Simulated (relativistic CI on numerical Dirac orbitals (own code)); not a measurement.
Radial Dirac CI calculation of Pt III.

Command:

```sh
python run_levels.py task.json out
```

Input:

```
atom Pt  Z=78  charge=2  electrons=76
nucleus A=195  rms_radius_fm=5.4270
hamiltonian dirac-coulomb  breit=on  qed=on  c_scale=10
orbitals kli  potential=per-configuration
slater_scale 1
correlation none
mixing on
grid step=0.0125 r_max=86.5
scf mixing=0.4 start=green max_iterations=150 tolerance=2e-08 node_fill=0.05
configurations
  [Xe] 4f14 5d8
  [Xe] 4f14 5d7 6s
  [Xe] 4f14 5d6 6s2
end
```

Output:

```
SCF 1: [Xe] 4f14 5d8
 iter      energy (Ha)   residual   last orbital (Ha)
    1    -17310.366118   3.07e+00     -3.16275
    2    -17337.452652   7.42e-01     -1.60886
    3    -17338.758420   1.36e-01     -1.20230
    4    -17338.868692   8.10e-02     -1.23462
    5    -17338.868997   2.76e-02     -1.18551
    6    -17338.873835   2.69e-03     -1.20184
    7    -17338.874377   5.66e-03     -1.20182
    8    -17338.873758   5.29e-04     -1.19923
    9    -17338.873803   1.80e-04     -1.19931
   10    -17338.873823   4.30e-06     -1.19937
   11    -17338.873823   1.77e-08     -1.19938
SCF 2: [Xe] 4f14 5d7 6s
 iter      energy (Ha)   residual   last orbital (Ha)
    1    -17311.789779   3.02e+00     -1.49207
    2    -17337.198594   7.43e-01     -1.01594
    3    -17338.450223   1.37e-01     -0.87696
    4    -17338.555631   8.03e-02     -0.87582
    5    -17338.556610   1.78e-02     -0.85348
    6    -17338.560231   5.14e-03     -0.85563
    7    -17338.560345   4.72e-03     -0.85489
    8    -17338.559857   9.04e-05     -0.85405
    9    -17338.559862   2.63e-05     -0.85398
   10    -17338.559860   2.99e-06     -0.85397
   11    -17338.559860   1.27e-07     -0.85397
   12    -17338.559860   1.41e-08     -0.85397
SCF 3: [Xe] 4f14 5d6 6s2
 iter      energy (Ha)   residual   last orbital (Ha)
    1    -17313.018527   2.92e+00     -1.49207
    2    -17336.800385   7.31e-01     -1.03757
    3    -17338.046555   1.36e-01     -0.90716
    4    -17338.144293   7.82e-02     -0.90913
    5    -17338.144009   1.95e-02     -0.89136
    6    -17338.148013   5.52e-03     -0.89424
    7    -17338.147966   3.90e-03     -0.89354
    8    -17338.147510   2.33e-04     -0.89283
    9    -17338.147545   2.98e-05     -0.89285
   10    -17338.147541   1.32e-06     -0.89285
   11    -17338.147542   4.94e-08     -0.89285
   12    -17338.147542   1.10e-08     -0.89285
orbital energies (Ha): 4d5/2 -12.4652  4f5/2 -4.0482  4f7/2 -4.0469  5s -3.9115  5p1/2 -2.8434  5p3/2 -2.8392  5d3/2 -1.1999  5d5/2 -1.1994
configuration averages (Ha): Dirac-Coulomb, Breit, QED
  5d8                         -17338.873823    0.188313    6.344651
  5d7 6s                      -17338.559860    0.188322    6.345150
  5d6 6s2                     -17338.147542    0.188331    6.345705
levels: no., configuration, term, J, E (cm-1), weight
   1 5d8                    3F   4                0.0  1.00
   2 5d8                    3F   3               91.7  1.00
   3 5d8                    3F   2              159.9  1.00
   4 5d8                    1D   2            11137.5  0.99
   5 5d8                    3P   2            12442.3  0.98
   6 5d8                    3P   1            12485.6  0.99
   7 5d8                    3P   0            12508.5  0.99
   8 5d8                    1G   4            17388.6  0.99
   9 5d8                    1S   0            43990.8  1.00
  10 5d7 6s                 5F   5            55370.9  1.00
  11 5d7 6s                 5F   4            55432.9  1.00
  12 5d7 6s                 5F   3            55482.3  1.00
  13 5d7 6s                 5F   2            55519.3  1.00
  14 5d7 6s                 5F   1            55543.9  1.00
lowest total energy -17332.381094 Ha
end: converged
```

Against the reference input this run has: speed of light × 10. The reference run ends at -18399.129478 Ha with Breit and QED terms. With a changed speed of light or nuclear radius the levels are not those of the real ion, and the QED model is not rescaled.

With so few configurations and no correlation, terms lie too far apart (by 10 to 50 % or more near neutrality), their order can be wrong, and levels of other configurations are missing. Terms and fine structure of an open d or f shell near neutrality can be off by tens of per cent either way.
